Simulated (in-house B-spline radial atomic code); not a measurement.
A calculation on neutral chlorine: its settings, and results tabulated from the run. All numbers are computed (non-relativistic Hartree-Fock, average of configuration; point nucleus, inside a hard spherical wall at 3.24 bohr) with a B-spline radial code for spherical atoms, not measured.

Command:
```bash
python run_scf.py task.json out
```
Settings:
```
Z                17
configuration    [Ne] 3s1 3p5 3d1
hamiltonian      nr
method           hf
spin_polarised   False
wall_radius      3.24
```

Output (hartree, bohr):
```
 radial grid: 38 intervals, B-splines of order 8, outer radius 3.24 bohr

 iter        energy (Eh)    residual
    1       -457.1526562    2.79e-01
    2       -457.5447320    4.52e-02
    3       -457.5685561    1.69e-02
    4       -457.5716362    6.40e-03
    5       -457.5720722    1.54e-03
    6       -457.5721069    1.85e-05
    7       -457.5721069    2.62e-06
    8       -457.5721069    5.78e-08

 total energy                     -457.572107
 kinetic                            461.85672
 electron-nucleus                 -1099.11828
 electron-electron                  179.68945

 orbital      occ     eigenvalue          <r>       <r^2>       <1/r>       r_max
 1s         2.000     -104.56334    0.0913021    0.011202      16.559     0.05995
 2s         2.000      -10.28211     0.442961     0.23274     3.30624      0.3624
 2p         6.000       -7.76242     0.406238    0.205018     3.19921      0.3032
 3s         1.000       -0.90365       1.4629     2.40543    0.912406       1.294
 3p         5.000       -0.23735      1.56553     2.74777    0.826108       1.419
 3d         1.000        0.47320      1.68261     3.13957    0.685413       1.649
```

Cost of the run: 0.06 s on 1 thread of Arm Neoverse V2 (shared host).
